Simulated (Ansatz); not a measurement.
System: C2H6BBr, net charge 0, singlet state. SMILES: BrB(C)C
Geometry: optimised at B3LYP-D3(BJ)/def2-TZVP (Ansatz, an electronic-structure program).

Parts of the frozen-core correlation energy in 6-31G* (Ansatz, hartree). Frozen orbitals: 17; correlated occupied orbitals by spin: 12 and 12; virtual: 63 and 63. No spin-orbit coupling. Non-relativistic.

| term | value |
|---|---|
| reference (HF) | -2676.07362 |
| MP2 opposite-spin | -0.34430 |
| MP2 same-spin | (withheld) |
| CCSD correlation | (withheld) |
| (T) | (withheld) |
| T1 diagnostic | 0.011 |
| largest doubles amplitude | 0.032 |

**Question.** What belongs in the gaps?

**Answer.** 
- MP2 same-spin, value: -0.10918
- CCSD correlation, value: -0.50027
- (T), value: -0.01393
